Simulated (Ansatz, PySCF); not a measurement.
Al(Cl)2(SMe) (CH₃AlCl₂S), SMILES C[S][Al]([Cl])[Cl]. Atoms are numbered in the order given.

```xyz
8

Al     0.0783    -0.0128     0.3704
Cl     0.1148    -0.8297     2.2901
Cl     0.9299     1.8727     0.0320
S     -0.8370    -1.1221    -1.2325
C     -0.6171    -0.0168    -2.6759
H     -0.1121     0.9204    -2.4091
H     -1.6085     0.2104    -3.0890
H     -0.0218    -0.5475    -3.4302
```

Geometry optimised at PBE0-D3(BJ)/def2-SVP. The structure was generated by enumeration; whether it is a known compound was not checked. Other conformers were not sampled.

Two levels are set side by side: PBE-D3(BJ)/def2-SVP (Ansatz, a first-principles code) and PBE0-D3(BJ)/def2-SVP (Ansatz). Each level has its own optimised geometry; the coordinates shown are those of the second. Frequencies come from the Hessian of PySCF at each geometry. Differences are taken from unrounded values.

```tsv
quantity	PBE0-D3(BJ)
mean bond length (Å)	1.637
bond Al1–Cl2 (Å)	2.087
bond Al1–Cl3 (Å)	2.096
bond Al1–S4 (Å)	2.154
bond S4–C5 (Å)	1.831
bond C5–H6 (Å)	1.098
bond C5–H7 (Å)	1.098
bond C5–H8 (Å)	1.098
highest harmonic wavenumber (cm⁻¹)	3200
mean harmonic wavenumber (cm⁻¹)	1043
zero-point energy (kcal/mol)	26.84
```

**Question.** What does PBE-D3(BJ) give, and how far is it from PBE0-D3(BJ)? (The exact figures need the calculation; the answer reports its results.)

**Answer.** 
```tsv
quantity	PBE-D3(BJ)	PBE-D3(BJ) minus PBE0-D3(BJ)
mean bond length (Å)	1.650	0.012
bond Al1–Cl2 (Å)	2.101	0.015
bond Al1–Cl3 (Å)	2.112	0.015
bond Al1–S4 (Å)	2.170	0.016
bond S4–C5 (Å)	1.847	0.016
bond C5–H6 (Å)	1.106	0.008
bond C5–H7 (Å)	1.106	0.008
bond C5–H8 (Å)	1.106	0.008
highest harmonic wavenumber (cm⁻¹)	3107	-93
mean harmonic wavenumber (cm⁻¹)	1009	-34
zero-point energy (kcal/mol)	25.97	-0.87
```

Exact exchange shortens and stiffens bonds; PBE has none. Differences between two approximate levels are no errors against the true value.
